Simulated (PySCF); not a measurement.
**SMILES CO/C=C1/C=CC(C(C)=O)=C1, C9H10O2**

Geometry:
| atom | x (Å) | y (Å) | z (Å) |
| --- | --- | --- | --- |
| C1 | 3.217 | 0.235 | -0.248 |
| O2 | 3.253 | -1.140 | -0.553 |
| C3 | 2.139 | -1.834 | -0.661 |
| C4 | 0.830 | -1.466 | -0.533 |
| C5 | -0.235 | -2.454 | -0.706 |
| C6 | -1.429 | -1.834 | -0.528 |
| C7 | -1.182 | -0.431 | -0.235 |
| C8 | -2.260 | 0.546 | 0.016 |
| C9 | -1.868 | 1.976 | 0.309 |
| O10 | -3.425 | 0.204 | -0.012 |
| C11 | 0.173 | -0.202 | -0.236 |
| H12 | 2.735 | 0.407 | 0.727 |
| H13 | 2.675 | 0.794 | -1.027 |
| H14 | 4.259 | 0.573 | -0.209 |
| H15 | 2.367 | -2.878 | -0.897 |
| H16 | -0.064 | -3.506 | -0.939 |
| H17 | -2.425 | -2.270 | -0.585 |
| H18 | -2.776 | 2.571 | 0.470 |
| H19 | -1.294 | 2.400 | -0.529 |
| H20 | -1.231 | 2.028 | 1.205 |
| H21 | 0.650 | 0.756 | -0.048 |

Method: quadratic response CAM-B3LYP/def2-SVPD first hyperpolarisability, Taylor convention, gas phase in PySCF. Geometry: PBE0-D3(BJ)/def2-SVP.

(1) Give the tensor of the second harmonic β(−2ω;ω,ω) at 1907 nm in the axes of these coordinates.

## Answers

(1) In au, Taylor convention; rows are the first index (the induced dipole):
|  | xx | yy | zz | xy | xz | yz |
| --- | --- | --- | --- | --- | --- | --- |
| x | +380.5 | +198.0 | +6.4 | -181.8 | -53.7 | +50.2 |
| y | -179.7 | -123.8 | -22.8 | +187.5 | +47.9 | -26.8 |
| z | -53.3 | -27.3 | -11.5 | +48.0 | +5.8 | -22.4 |

Norm of βᵢ = ⅓ Σⱼ (βᵢⱼⱼ + βⱼᵢⱼ + βⱼⱼᵢ): 670.2 au, hyper-Rayleigh value 268.5 au.
